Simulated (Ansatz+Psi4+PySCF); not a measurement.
# triplet Mg: levels of theory in one basis

A single Mg atom.

Basis set: cc-pCVTZ (spherical functions). Left uncorrelated: 1 orbital. Correlation on ROHF uses semicanonical orbitals with singles. Charge 0, multiplicity 3.

Computed with Ansatz (development build ahead of 0.2.0) and Psi4 1.11; each method stands on the lowest determinant of its kind that the runs found.

| method | E − E(ROHF) (eV) | <S²> of the determinant |
| --- | --- | --- |
| ROHF | 0.00 | 2.00 |
| UHF | 0.00 | 2.00 |

Task: What does ROHF-MP2 give on the same scale?

Result: -7.18 eV.

Caution: another spin multiplicity may lie lower.
